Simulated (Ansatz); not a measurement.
Consider the atomization: `CO[SiH](O)Cl` → C• + Cl• + 5 H• + 2 O• + Si•.

Isolated molecules relaxed with PBE0-D4/def2-TZVP in Ansatz; ΔE leaves out vibrations. CCSD(T)/CBS is the MP2 limit (def2-TZVPP, def2-QZVPP) plus CCSD(T) − MP2 in def2-TZVPP, frozen cores. This one scheme is used for every species, atoms too. Functionals use def2-TZVPP. B3LYP here is the variant with VWN-RPA as its local correlation; programs differ in this. Open shells (•) are unrestricted, without spin–orbit coupling. Spin–orbit coupling would lower the free atoms: a little for C, Cl, O, Si. Each species was taken in one conformer, which may not be the lowest.

`CO[SiH](O)Cl`:

Cartesian coordinates in Å:
```
C 0.500 1.324 -0.835
O 0.700 0.139 -0.094
Si -0.429 -0.961 0.292
O 0.205 -2.032 1.331
Cl -2.031 0.031 1.122
H -0.267 1.953 -0.374
H 1.443 1.871 -0.854
H 0.204 1.102 -1.865
H -0.926 -1.722 -0.865
H 0.601 -1.706 2.141
```

Question: What is ΔE at CCSD(T)/CBS? (Estimate.)

Answer: The calculation gave: +39.54 eV.

Question: What do these levels give: B3LYP-D4, ωB97X-V, PBE, r2SCAN, PBE0, HF/CBS(def2)? (Estimate.)

Answer: Computed: B3LYP-D4 39.16, ωB97X-V 39.48, PBE 39.60, r2SCAN 39.41, PBE0 38.91, HF/CBS(def2) 28.72 eV.

Largest T1 diagnostic among the species: 0.012.

The D4 term adds +0.36 eV with B3LYP and +0.19 eV with PBE0; it sums over pairs of atoms, weighted by their polarisabilities, and B3LYP, whose exchange is more repulsive, gets the larger term. From PBE to PBE0 (25 % exact exchange), in def2-TZVPP and without D4, ΔE moves by −0.69 eV: exact exchange takes away binding that semilocal exchange gives to molecules.

For atomizations the MP2-based limit and the directly extrapolated one differ by several kJ/mol either way, and by 10 to 25 for some Ge, Se and Sn compounds, so smaller differences from it don't rank the levels.
